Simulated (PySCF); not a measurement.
# `CC(C)[C@@H]1C=CC[SiH2]1`: 4 charge schemes on one density

Species: C7H14Si.
Structure used (GFN2-xTB), in Å, numbered top down from 1:
```xyz
22
C7H14Si angstrom
C     -2.230   -1.082   -0.075
C     -1.304   -0.050    0.560
C     -1.427    1.294   -0.152
C      0.145   -0.556    0.571
C      1.068    0.419    1.248
C      2.172    0.805    0.634
C      2.471    0.262   -0.731
Si     0.997   -0.885   -1.113
H     -1.974   -1.226   -1.122
H     -3.267   -0.756   -0.014
H     -2.142   -2.041    0.432
H     -1.616    0.094    1.604
H     -0.763    2.026    0.301
H     -2.448    1.666   -0.086
H     -1.165    1.197   -1.202
H      0.145   -1.479    1.165
H      0.796    0.777    2.232
H      2.875    1.497    1.077
H      3.428   -0.262   -0.722
H      2.582    1.082   -1.443
H      0.262   -0.469   -2.312
H      1.384   -2.293   -1.254
```

Density: PBE0/pcSseg-1 (PySCF); schemes: Mulliken, IAO, Hirshfeld and ESP-fitted. Isolated species at its GFN2-xTB geometry (one conformer only).

Problem. For which atoms does the sign change between the 4 schemes (beyond +0.03 e in one, beyond −0.03 e in another)?

Solution. C2 and C4.

Problem. Which atoms carry the lowest charge in the Mulliken, IAO, Hirshfeld and ESP-fitted schemes?

Solution. The schemes don't all agree: Mulliken C7 (-0.489); IAO C7 (-0.547); Hirshfeld C7 (-0.164); ESP-fitted C1 (-0.604).

Problem. Give the atomic charges in each scheme.

Solution. In e:

| atom | environment | Mulliken | IAO | Hirshfeld | ESP-fitted |
| --- | --- | --- | --- | --- | --- |
| C1 | methyl carbon | -0.196 | -0.416 | -0.119 | -0.604 |
| C2 | sp3 CH carbon | -0.350 | -0.081 | -0.019 | +0.359 |
| C3 | methyl carbon | -0.207 | -0.420 | -0.124 | -0.486 |
| C4 | sp3 carbon bound to silicon | -0.472 | -0.379 | -0.109 | +0.127 |
| C5 | alkene CH carbon | -0.095 | -0.159 | -0.051 | -0.443 |
| C6 | alkene CH carbon | -0.136 | -0.149 | -0.050 | -0.019 |
| C7 | sp3 carbon bound to silicon | -0.489 | -0.547 | -0.164 | -0.258 |
| Si8 | SiH2 silicon | +0.676 | +0.722 | +0.342 | +0.346 |
| H9 | methyl hydrogen | +0.109 | +0.132 | +0.035 | +0.140 |
| H10 | methyl hydrogen | +0.114 | +0.139 | +0.040 | +0.160 |
| H11 | methyl hydrogen | +0.110 | +0.136 | +0.038 | +0.119 |
| H12 | methine hydrogen | +0.113 | +0.121 | +0.032 | -0.019 |
| H13 | methyl hydrogen | +0.122 | +0.141 | +0.032 | +0.110 |
| H14 | methyl hydrogen | +0.112 | +0.137 | +0.039 | +0.118 |
| H15 | methyl hydrogen | +0.112 | +0.132 | +0.034 | +0.126 |
| H16 | methine hydrogen | +0.151 | +0.143 | +0.035 | +0.009 |
| H17 | vinylic hydrogen | +0.086 | +0.142 | +0.044 | +0.164 |
| H18 | vinylic hydrogen | +0.091 | +0.145 | +0.043 | +0.094 |
| H19 | methylene hydrogen | +0.151 | +0.154 | +0.040 | +0.090 |
| H20 | methylene hydrogen | +0.149 | +0.152 | +0.039 | +0.085 |
| H21 | Si–H hydrogen | -0.076 | -0.124 | -0.076 | -0.102 |
| H22 | Si–H hydrogen | -0.075 | -0.121 | -0.082 | -0.117 |

Mean size of the charges over all atoms: IAO 0.218 e, Mulliken 0.191 e, ESP-fitted 0.186 e, Hirshfeld 0.072 e. Each set sums to the total charge, 0, to within 0.001 e. The Mulliken scheme gives each basis function's population to the atom it is centred on and halves the overlap population of two atoms between them.

Problem. How many electrons does the Mulliken scheme count on C5?

Solution. Z − q = 6 − (-0.095) = 6.095.

Problem. Sum the charges by element, for elements with more than one atom.

Solution. 
| element | atoms | Mulliken | IAO | Hirshfeld | ESP-fitted |
| --- | --- | --- | --- | --- | --- |
| C | 7 | -1.945 | -2.150 | -0.635 | -1.324 |
| H | 14 | +1.269 | +1.429 | +0.293 | +0.978 |

Problem. How closely do the schemes follow one another over all atoms?

Solution. Correlation coefficient and root-mean-square difference: IAO with Hirshfeld 0.97, 0.178 e; Mulliken with IAO 0.94, 0.095 e; Mulliken with Hirshfeld 0.91, 0.160 e; IAO with ESP-fitted 0.71, 0.198 e; Hirshfeld with ESP-fitted 0.67, 0.192 e; Mulliken with ESP-fitted 0.45, 0.258 e.

The run behind these numbers computed NMR shieldings as well. On one thread, Arm Neoverse V1 (aarch64), shared host with 32 logical CPUs at a one-minute load of 25, this took 51 s wall (with the writing of density and orbital grids) and 0.96 GiB of memory at its peak.
